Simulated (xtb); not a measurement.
A run for xtb: GFN-FF on H4OSi (SMILES O[SiH3]), a point of a torsion scan.

```
$ xtb mol.xyz --gfnff --sp --chrg 0 --uhf 0
6

O      1.08924344    -0.50641031    -0.22728581
Si    -0.42198644     0.03729190     0.02287030
H      1.86064568     0.00539873    -0.00360036
H     -0.80468289     0.96026025    -1.04692042
H     -0.50842415     0.72360588     1.31319461
H     -1.19726449    -1.19260031    -0.01374304
```

Output:

```
[...]
           -------------------------------------------------
          |                Calculation Setup                |
           -------------------------------------------------



          ==================== Thresholds ====================
          CN  :   150.00000
          rep :   500.00000
          disp:  2500.00000
          HB1 :   250.00000
          HB2 :   450.00000

          Pauling EN used:
          Z : 1  EN :  2.20
          Z : 8  EN :  3.44
          Z :14  EN :  1.90
          electric field strengths (au): 0.000

           -------------------------------------------------
          |           Force Field Initialization            |
           -------------------------------------------------

          distances ...
          ----------------------------------------
          generating topology and atomic info file ...
          pair mat ...
          computing topology distances matrix with Floyd-Warshall algo ...
          making topology EEQ charges ...
          #fragments for EEQ constrain: 1
          ----------------------------------------
          generating topology and atomic info file ...
          pair mat ...
          computing topology distances matrix with Floyd-Warshall algo ...
          making topology EEQ charges ...
          #fragments for EEQ constrain: 1
          rings ...
          # BATM   6
          # H in HB   4

  atom   neighbors  erfCN metchar sp-hybrid imet pi  qest     coordinates
    1  O       2    1.92   0.00         3    0    0  -0.452    2.058372   -0.956977   -0.429508
    2  Si      4    3.46   0.03         3    0    0   0.214   -0.797439    0.070471    0.043219
    3  H       1    0.98   0.01         0    0    0   0.226    3.516111    0.010202   -0.006804
    4  H       1    0.96   0.01         0    0    0   0.004   -1.520630    1.814629   -1.978393
    5  H       1    0.96   0.01         0    0    0   0.004   -0.960782    1.367417    2.481578
    6  H       1    0.96   0.01         0    0    0   0.004   -2.262502   -2.253688   -0.025971

          #atoms :   6
          #bonds :   5
          #angl  :   7
          #tors  :   3
          #nmol  :   1
          #optfrag :   1
           -------------------------------------------------
          |                   G F N - F F                   |
          |          A general generic force-field          |
          |                  Version 1.0.3                  |
           -------------------------------------------------
          Number of HB bonds (bound hydrogen)     24
          Number of HB bonds (unbound hydrogen)   0
          Number of XB bonds                      0

 E+G (total)                   0 d,  0 h,  0 min,  0.000 sec
 distance/D3 list               ...        0 min,  0.000 sec (  0.367%)
 non bonded repulsion           ...        0 min,  0.000 sec (  9.322%)
 dCN                            ...        0 min,  0.000 sec (  2.277%)
 EEQ energy and q               ...        0 min,  0.000 sec (  8.000%)
 D3                             ...        0 min,  0.000 sec (  6.660%)
 EEQ gradient                   ...        0 min,  0.000 sec (  3.300%)
 bonds                          ...        0 min,  0.000 sec ( 28.711%)
 bend and torsion               ...        0 min,  0.000 sec (  7.676%)
 bonded ATM                     ...        0 min,  0.000 sec (  2.100%)
 HB/XB (incl list setup)        ...        0 min,  0.000 sec ( 28.528%)

         :::::::::::::::::::::::::::::::::::::::::::::::::::::
         ::                     SUMMARY                     ::
         :::::::::::::::::::::::::::::::::::::::::::::::::::::
         :: total energy              -0.587017138195 Eh    ::
Note: The following floating-point exceptions are signalling: IEEE_UNDERFLOW_FLAG IEEE_DENORMAL
normal termination of xtb
         :: gradient norm              0.040351368987 Eh/a0 ::
         ::.................................................::
         :: bond energy               -0.574755184619 Eh    ::
         :: angle energy               0.020130052658 Eh    ::
         :: torsion energy             0.000117794307 Eh    ::
         :: repulsion energy           0.036782843011 Eh    ::
         :: electrostat energy        -0.067897552865 Eh    ::
         :: dispersion energy         -0.001394967971 Eh    ::
         :: HB energy                  0.000000000000 Eh    ::
         :: XB energy                  0.000000000000 Eh    ::
         :: bonded atm energy         -0.000000122716 Eh    ::
         :: external energy            0.000000000000 Eh    ::
         :: add. restraining           0.000000000000 Eh    ::
         :: total charge              -0.000000000000 e     ::
         :::::::::::::::::::::::::::::::::::::::::::::::::::::

           -------------------------------------------------
          |                Property Printout                |
           -------------------------------------------------

molecular dipole:
                 x           y           z       tot (Debye)
 q only:       -0.280       0.469       0.213       1.490

           -------------------------------------------------
          | TOTAL ENERGY               -0.587017138195 Eh   |
          | GRADIENT NORM               0.040351368987 Eh/α |
           -------------------------------------------------
########################################################################
[WARNING] Runtime exception occurred
-1- gfnff_setup: Could not read topology file.
########################################################################

------------------------------------------------------------------------
------------------------------------------------------------------------
 total:
 SCF:
```

The run finished.

Cost: very roughly 0.020 core-seconds.
